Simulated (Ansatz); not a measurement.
`[OH][Cu]`, relaxed with RKS PBE-D4/def2-SVP in Ansatz from a rough embedded geometry. The force threshold is 0.03 eV/Å; the program also tests the step.

The species carries charge 0 and has multiplicity 1.

Start:

```xyz
3

O    -0.129   -0.226    0.558
Cu    0.222    1.407   -0.617
H    -0.093   -1.182    0.059
```

Problem. How much energy does the relaxation release, and in how many steps? (An estimate is asked.)

Solution. Computed: 68.85 kJ/mol, in 5 steps.

Problem. Which bonds change most? (Estimate.)

Solution. Computed: O1–Cu2 from 2.042 to 1.773 Å; O1–H3 from 1.079 to 0.980 Å.

Problem. Give the relaxed structure. (Best estimate.)

Solution. Ansatz gave: 
```xyz
3

O    -0.126   -0.185    0.554
Cu    0.191    1.170   -0.544
H    -0.066   -0.985   -0.010
```
